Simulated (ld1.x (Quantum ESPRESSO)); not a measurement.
**Reading a pseudo-wave (W (Z = 74))**

Columns: radius, all-electron u(r) and pseudo u(r) of the 5d shell (level -5.06 eV) of tungsten in the configuration [Kr] 4d10 4f14 5s2 5p6 5d4 6s1.75 6p0.25; LDA (PZ), scalar-relativistic, TM scheme, ld1.x (Quantum ESPRESSO) 7.5.

| r (bohr) | all-electron | pseudo |
| --- | --- | --- |
| 0.103 | 0.2131 | 0.0014 |
| 0.205 | 0.0206 | 0.0111 |
| 0.308 | -0.2609 | 0.0360 |
| 0.410 | -0.3236 | 0.0797 |
| 0.513 | -0.2144 | 0.1439 |
| 0.615 | -0.0332 | 0.2246 |
| 0.718 | 0.1593 | 0.3173 |
| 0.820 | 0.3291 | 0.4128 |
| 0.923 | 0.4686 | 0.5050 |
| 1.025 | 0.5736 | 0.5853 |
| 1.128 | 0.6496 | 0.6506 |
| 1.230 | 0.6995 | 0.6977 |
| 1.332 | 0.7291 | 0.7275 |
| 1.435 | 0.7428 | 0.7421 |
| 1.538 | 0.7440 | 0.7439 |
| 1.640 | 0.7359 | 0.7360 |
| 1.743 | 0.7209 | 0.7210 |
| 1.845 | 0.7011 | 0.7011 |
| 1.948 | 0.6778 | 0.6778 |
| 2.050 | 0.6524 | 0.6524 |
| 2.153 | 0.6254 | 0.6254 |
| 2.255 | 0.5980 | 0.5980 |
| 2.358 | 0.5702 | 0.5702 |
| 2.460 | 0.5428 | 0.5428 |
| 2.562 | 0.5159 | 0.5159 |
| 2.665 | 0.4894 | 0.4894 |

(1) How many radial nodes do the two functions have?

(2) At about which radius was the pseudo-wave matched?

(3) Is the pseudo-wave norm-conserving?

## Answers

(1) The all-electron 5d function has n − l − 1 = 2; the pseudo-wave has 0, since the states of the same l below it are removed with the core.

(2) 2.05 bohr. The columns agree to 0.0005 from 1.54 bohr on; several derivatives are matched, so the curves merge somewhat inside the radius.

(3) Yes: the TM scheme keeps the norm inside the radius equal to the all-electron one, which fixes the energy derivative of the logarithmic derivative at the level.
